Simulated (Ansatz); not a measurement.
Reaction (formal exchange of groups at the Si–Si bond): `O[SiH2]N[SiH2][SiH3]` + `C=C` → `C=C[SiH2]N[SiH2]O` + SiH₄

Computed with Ansatz on PBE0-D4/def2-TZVP structures; ΔE is electronic, products minus reactants. CCSD(T)/CBS is the MP2 limit (def2-TZVPP, def2-QZVPP) plus CCSD(T) − MP2 in def2-TZVPP, frozen cores. This one scheme is used for every species. Functionals use def2-TZVPP. B3LYP here is the variant with VWN-RPA as its local correlation; programs differ in this. One conformer a species, not always the lowest.

`O[SiH2]N[SiH2][SiH3]`:

Cartesian coordinates in Å:
```
O -1.633 -0.028 -2.340
Si -1.626 0.388 -0.750
N -0.278 1.330 -0.256
Si 1.120 0.848 0.646
Si 1.100 -1.454 1.077
H -0.911 -0.571 -2.661
H -1.592 -0.822 0.113
H -2.881 1.156 -0.592
H -0.273 2.290 -0.579
H 2.365 1.167 -0.114
H 1.221 1.587 1.938
H 0.904 -2.230 -0.179
H 0.051 -1.848 2.053
H 2.431 -1.813 1.642
```

`C=C`:

```xyz
6

C     0.070    0.657   -0.032
C    -0.070   -0.657    0.032
H     0.438    1.233    0.810
H    -0.175    1.212   -0.931
H    -0.437   -1.233   -0.810
H     0.175   -1.212    0.931
```

`C=C[SiH2]N[SiH2]O`:

Z-matrix (Å, degrees):
```
Si
C 1 1.864
N 1 1.729 2 112.1
H 1 1.487 2 106.5 3 121.7
H 1 1.488 2 109.9 3 -118.7
C 2 1.332 1 122.7 3 -113.8
H 2 1.090 1 119.3 3 65.8
Si 3 1.723 1 126.3 2 66.2
H 3 1.009 1 116.4 2 -108.6
H 6 1.087 2 121.4 1 -0.4
H 6 1.087 2 122.5 1 179.9
O 8 1.642 3 108.6 1 -23.5
H 8 1.483 3 114.2 1 92.1
H 8 1.490 3 107.3 1 -146.9
H 12 0.961 8 117.0 3 -41.2
```

SiH₄:

Z-matrix (Å, degrees):
```
Si
H 1 1.485
H 1 1.485 2 109.5
H 1 1.485 2 109.5 3 -120.0
H 1 1.485 2 109.5 3 120.0
```

**Question.** Is it downhill or uphill in electronic energy at CCSD(T)/CBS, and by how much? (Estimate.)

**Answer.** Computed: Downhill: ΔE = -0.08 eV.

**Question.** What do these levels give: r2SCAN-D4, B3LYP-D4, PBE, PBE0, B3LYP, MP2/def2-TZVPP, SCS-MP2/def2-TZVPP, CCSD/def2-TZVPP, HF/def2-QZVPP, MP2/def2-QZVPP, SCS-MP2/def2-QZVPP, CCSD/CBS(def2)? (An estimate is asked.)

**Answer.** Computed: r2SCAN-D4 -0.05, B3LYP-D4 -0.07, PBE 0.07, PBE0 0.03, B3LYP -0.05, MP2/def2-TZVPP -0.17, SCS-MP2/def2-TZVPP -0.17, CCSD/def2-TZVPP -0.09, HF/def2-QZVPP -0.16, MP2/def2-QZVPP -0.16, SCS-MP2/def2-QZVPP -0.16, CCSD/CBS(def2) -0.08 eV.

Largest T1 diagnostic among the species: 0.012.

From PBE to PBE0 (25 % exact exchange), in def2-TZVPP and without D4, ΔE moves by −0.04 eV.
